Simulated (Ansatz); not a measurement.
Cost and result for the atomization energy of CH7OSi2 (`O[SiH2]C[SiH2]`) radical (11 atoms, 10 bonds).

Z-matrix (Å, degrees):
```
Si
C 1 1.866
O 1 1.650 2 113.1
H 1 1.490 2 108.1 3 -122.9
H 1 1.483 2 110.0 3 117.1
Si 2 1.877 1 112.8 3 -168.9
H 2 1.097 1 109.3 3 -47.8
H 2 1.095 1 109.6 3 70.2
H 3 0.958 1 117.9 2 -69.9
H 6 1.490 2 112.5 1 -163.4
H 6 1.489 2 111.3 1 72.5
```

Total charge 0; spin multiplicity 2. The geometry is a stationary point of PBE0-D4/def2-TZVP. It is one conformer, not always the lowest. Program: Ansatz. All runs use 4 threads of an Arm Neoverse V1 on a shared host. Times are those of one run each, without the atoms' runs, and a repeat can differ threefold. Electronic energies, without spin–orbit coupling; frozen cores. CCSD(T)/CBS adds CCSD(T) − MP2 in def2-TZVPP to the MP2 limit, and its time is that of the two runs behind it. T1 = 0.012; ⟨S²⟩ of the reference is 0.75. HSE06 is the plane-wave form, built on full-range PBE exchange.

CCSD(T)/CBS is a level of theory with its own doubt, some kJ/mol a heavy atom from the limit and from the frozen cores, so smaller differences don't rank the functionals.

| level | functions | wall time | atomization (kJ/mol) | difference from CCSD(T)/CBS | per bond |
| --- | --- | --- | --- | --- | --- |
| LDA (SPW92)/def2-TZVPP | 244 | 1.8 s | 4136.2 | 438.6 | 43.9 |
| PBE-D4/def2-TZVPP (with forces) | 244 | 3.6 s | 3696.7 | -0.9 | -0.1 |
| PBE0-D4/def2-TZVPP | 244 | 6 s | 3663.7 | -33.9 | -3.4 |
| HSE06-D4/def2-TZVPP | 244 | 6.5 s | 3665.6 | -32.0 | -3.2 |
| BHLYP-D4/def2-TZVPP | 244 | 6.5 s | 3616.4 | -81.2 | -8.1 |
| B2PLYP/def2-TZVPP | 244 | 7.5 s | 3643.2 | -54.4 | -5.4 |
| r2SCAN-D4/def2-TZVPP (with forces) | 244 | 8 s | 3702.9 | 5.3 | 0.5 |
| CCSD(T)/def2-SVP | 99 | 10 s | 3441.2 | -256.4 | -25.6 |
| B97M-V/def2-TZVPP | 244 | 14 s | 3698.4 | 0.8 | 0.1 |
| ωB97M-V/def2-TZVPP (with forces) | 244 | 18 s | 3693.5 | -4.1 | -0.4 |
| MP2/def2-QZVPP | 464 | 31 s | 3685.5 | -12.1 | -1.2 |
| CCSD(T)/def2-TZVPP | 244 | 20 min | 3601.4 | -96.2 | -9.6 |
| CCSD(T)/CBS(def2) | – | 20 min | 3697.6 | 0.0 | 0.0 |

From BLYP to BHLYP (50 % exact exchange), in def2-TZVPP and without D4, the atomization energy moves by −20.8 kJ/mol: exact exchange takes away binding that semilocal exchange gives to molecules. At CCSD(T), def2-SVP lies −256.5 kJ/mol from the extrapolated value and def2-TZVPP −96.2 kJ/mol: correlation converges slowly with the basis, and small sets miss more of it in the bonded molecule than in its fragments. The D4 term adds +37.4 kJ/mol with B3LYP and +19.6 kJ/mol with PBE0; it sums over pairs of atoms, weighted by their polarisabilities, and B3LYP, whose exchange is more repulsive, gets the larger term.

B3LYP here is the variant with VWN-RPA as its local correlation; programs differ in this.
